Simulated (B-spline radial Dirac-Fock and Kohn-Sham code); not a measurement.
# Photoelectron lines of Cl⁻ at 214 eV

System: Cl⁻ in the configuration [Ne] 3s2 3p6, inside a Watson sphere of charge +1 and radius 1.538 Å (a model of the Madelung potential; inside it an electron's potential energy is lowered by 9.4 eV).

Input file task.json (cfg lists n, l and occupation; rrms is the nuclear radius in fm):

```json
{"items": [{
  "Z": 17,
  "q": -1,
  "cfg": [[1, 0, 2], [2, 0, 2], [2, 1, 6], [3, 0, 2], [3, 1, 6]],
  "A": 35,
  "rrms": 3.3654,
  "watson": [1, 1.538],
  "do": ["binding", "quiet", "photo"],
  "hv": [47.2, 60, 148.0, 200, 214.0, 600, 718.0, 842.0, 1486.9, 3160.0, 4000, 10700.0, 14600.0, 40000, 100000, 200000]
}]}
```

Run with: `python xray_run.py task.json out`

Method: the independent-particle Dirac-Slater model, thresholds from Dirac-Fock. Computed with a radial finite-basis atomic code. The asymmetry parameter β is from the dipole term alone. Kinetic energies are from the vacuum level.

```
subshell  electrons  binding (eV)  kinetic (eV)  σ (kb)     β
   2p1/2          2         206.4          7.64    1320  0.50
   2p3/2          4         204.7          9.25       ?     ?
      3s          2         26.70         187.3    92.1  2.00
   3p1/2          2         11.13         202.9    90.7  1.62
   3p3/2          4         11.02         203.0     180  1.62
```

Question: What are σ and β for 2p3/2?

Answer: σ = 2840 kb, the largest of all subshells and 63 % of the total, and β = 0.48.
